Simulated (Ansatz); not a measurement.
Relaxation of AlCl₃FH₃OZr (10 atoms, charge 0, multiplicity 1), to a largest force component of 0.03 eV/Å in at most 50 steps.

These are results of RHF/def2-SVP in Ansatz, not measurements.

```xyz
10
Properties=species:S:1:pos:R:3
Zr 0.128 -0.451 -0.560
Cl 0.915 0.191 3.018
Cl 2.236 0.555 -0.967
F -1.158 0.777 0.087
Cl -0.721 -1.260 -2.621
O 0.282 -2.052 0.640
Al 0.454 -3.712 1.038
H 0.897 -4.708 -0.090
H 0.168 -4.107 2.530
H 0.528 -0.990 2.564
```

Task: Where does it end, and by what steps?

Result: The run converged. The force dipped under the threshold on the way, but the program's further checks kept it going. After 49 steps the energy has fallen by 0.459 eV; H8 moved furthest, 2.15 Å.

| step | energy less start (eV) | largest force component (eV/Å) | accepted |
| --- | --- | --- | --- |
| 0 | 0.0000 | 1.524 | yes |
| 2 | -0.1291 | 1.461 | yes |
| 4 | -0.1782 | 0.754 | yes |
| 6 | -0.2241 | 0.285 | yes |
| 8 | -0.2579 | 0.232 | yes |
| 10 | -0.2151 | 1.534 | no |
| 12 | -0.2694 | 0.129 | yes |
| 14 | -0.2516 | 1.052 | no |
| 16 | -0.2844 | 0.264 | yes |
| 18 | -0.2853 | 0.959 | no |
| 20 | -0.3088 | 0.201 | yes |
| 22 | -0.3119 | 0.658 | yes |
| 24 | -0.3169 | 0.500 | no |
| 26 | -0.3378 | 0.077 | yes |
| 28 | -0.3465 | 0.233 | yes |
| 30 | -0.3492 | 0.409 | yes |
| 32 | -0.3987 | 0.236 | yes |
| 34 | -0.4341 | 0.463 | yes |
| 36 | -0.4427 | 0.180 | yes |
| 38 | -0.4504 | 0.112 | yes |
| 40 | -0.4529 | 0.114 | yes |
| 42 | -0.4561 | 0.118 | yes |
| 44 | -0.4574 | 0.060 | yes |
| 46 | -0.4579 | 0.015 | yes |
| 48 | -0.4580 | 0.079 | no |
| 49 | -0.4585 | 0.025 | yes |

```xyz
10
Properties=species:S:1:pos:R:3
Zr 0.215 -0.515 -0.845
Cl 0.446 -1.404 3.247
Cl 2.144 0.122 -2.093
F 0.015 0.618 0.704
Cl -1.772 -0.489 -2.162
O 0.460 -2.176 -0.013
Al 0.619 -3.431 1.186
H 2.074 -3.907 1.526
H -0.694 -4.196 1.577
H 0.221 -0.377 2.510
```

Whether the end is a true minimum wasn't checked by a vibrational analysis.

Time of the run: 110 s on 4 threads of INTEL(R) XEON(R) PLATINUM 8581C CPU @ 2.10GHz (Emerald Rapids), with other jobs on the host, peak memory 0.48 GiB.
